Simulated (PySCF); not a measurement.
Solvent effects on NMR parameters

Numbering as in the mapped SMILES `[CH:1]#[C:2][SiH2:3][n:4]1[cH:5][n:6][cH:7][c:8]1[O:9][CH3:10]` (H(Xn): hydrogen on atom n).

GIAO PBE0/pcSseg-1 in PySCF 2.14.0 with density-fitted response routines on one PBE0-D3(BJ)/def2-SVP conformer, non-relativistic, equivalent nuclei averaged. Solvents enter as an IEF-PCM continuum (tetrahydrofuran with ε = 7.4, acetone with ε = 20.5) around the gas-phase geometry. Shifts are referred to TMS computed in the same medium.

Gas phase, δ in ppm: C8 157.4, C5 134.6, C1 108.5, C7 107.7, C2 81.5, C10 56.3, Si3 -61.3, H(C5) 7.16, H(C7) 6.31, H(Si3) 5.10, H(C10) 3.74, H(C1) 2.61. Dipole moment 2.98 D.

Problem. How does each δ change in the continuum?

Solution. 
| atoms | environment | Δδ, tetrahydrofuran | Δδ, acetone |
| --- | --- | --- | --- |
| C8 | aromatic carbon bearing oxygen | +2.4 | +2.8 |
| C5 | aromatic CH between two ring heteroatoms | +2.4 | +2.8 |
| C1 | terminal alkyne carbon | +4.1 | +4.7 |
| C7 | aromatic CH next to a ring nitrogen | 0.0 | 0.0 |
| C2 | alkyne carbon | -0.4 | -0.5 |
| C10 | methyl carbon bonded to O | +1.3 | +1.6 |
| Si3 | silicon bonded to C, N, 2 H | +0.7 | +0.8 |
| H(C5) | hydrogen on an aromatic CH between two ring heteroatoms | +0.12 | +0.15 |
| H(C7) | hydrogen on an aromatic CH next to a ring nitrogen | +0.09 | +0.11 |
| H(Si3) | hydrogen on a silicon bonded to C, N | +0.05 | +0.06 |
| H(C10) | hydrogen on a methyl carbon bonded to O | +0.16 | +0.18 |
| H(C1) | hydrogen on a terminal alkyne carbon | +0.45 | +0.52 |

Changes are relative to the gas phase. The dipole moment becomes 3.72 D in tetrahydrofuran, 3.84 D in acetone.

Problem. Which nuclei move most (in ppm), and what does the model miss?

Solution. C1 (terminal alkyne carbon, +4.7 ppm) in acetone. A continuum only polarises the solute; specific hydrogen bonds, the anisotropy of aromatic solvents and changes of geometry or conformer are outside it.
